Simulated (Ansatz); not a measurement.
Compare A (`F[SiH2]OC[SiH3]`) with its isomer B (`O[SiH2][SiH2]CF`).

Computed with Ansatz on PBE0-D4/def2-TZVP structures; ΔE is electronic, products minus reactants. CCSD(T)/CBS is the MP2 limit (def2-TZVPP, def2-QZVPP) plus CCSD(T) − MP2 in def2-TZVPP, frozen cores. DFT in def2-TZVPP. One conformer a species, not always the lowest.

Task: Which is lower in electronic energy at CCSD(T)/CBS, and by how much? (Best estimate.)

Result: Ansatz gave: A, by 40.4 kcal/mol.

Task: Give E(B) − E(A) in kcal/mol with B2PLYP, CCSD(T)/def2-TZVPP, ωB97M-V, PBE0-D4, r2SCAN-D4, HF/def2-TZVPP, CCSD/def2-TZVPP. (Best estimate.)

Result: The calculation gave: B2PLYP 40.9, CCSD(T)/def2-TZVPP 40.5, ωB97M-V 40.2, PBE0-D4 35.3, r2SCAN-D4 37.9, HF/def2-TZVPP 44.5, CCSD/def2-TZVPP 41.1. None reverses the order clearly.

Largest T1 diagnostic: 0.012.

In def2-TZVPP, CCSD(T) changes the Hartree–Fock value by −4.1 kcal/mol (the triples alone add −0.6 kcal/mol) and MP2 by −1.6 kcal/mol. From PBE to PBE0 (25 % exact exchange), in def2-TZVPP and without D4, E(B) − E(A) moves by +2.1 kcal/mol.
